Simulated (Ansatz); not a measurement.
C6H16Ge can be A, `C[CH2][GeH]([CH2]C)[CH2]C`, or B, `C[CH](C)[GeH2][CH](C)C`.

Computed with Ansatz on PBE0-D4/def2-TZVP structures; ΔE is electronic, products minus reactants. CCSD(T)/CBS adds triple-zeta CCSD(T) − MP2 to the extrapolated MP2 energy (def2 sets, frozen cores). DFT in def2-TZVPP. For Ge outer-core shells are correlated without core-valence functions, which leaves a few kJ/mol of doubt a bond. Scalar relativity is left out up to krypton. One conformer a species, not always the lowest.

Question: Which is lower in electronic energy at CCSD(T)/CBS, and by how much? (Best estimate.)

Answer: Computed: A, by 6.2 kcal/mol.

Question: Give E(B) − E(A) in kcal/mol with PBE0-D4, B2PLYP, MP2/def2-TZVPP, PBE-D4, HF/def2-TZVPP, r2SCAN-D4, CCSD(T)/def2-TZVPP. (Best estimate.)

Answer: Ansatz gave: PBE0-D4 6.5, B2PLYP 7.2, MP2/def2-TZVPP 6.9, PBE-D4 6.3, HF/def2-TZVPP 7.7, r2SCAN-D4 6.5, CCSD(T)/def2-TZVPP 6.8. None reverses the order clearly.

Largest T1 diagnostic: 0.010.

The D4 term adds −0.9 kcal/mol with B3LYP and −0.5 kcal/mol with PBE0; it sums over pairs of atoms, weighted by their polarisabilities, and B3LYP, whose exchange is more repulsive, gets the larger term. Leaving LDA and LC-ωPBE aside and taking each functional with its dispersion term where it has one, the values, not all of them listed here, spread over 2.1 kcal/mol, from B97M-V to B2PLYP. LDA lies −3.0 kcal/mol from PBE without D4.

B3LYP here is the variant with VWN-RPA as its local correlation; programs differ in this.
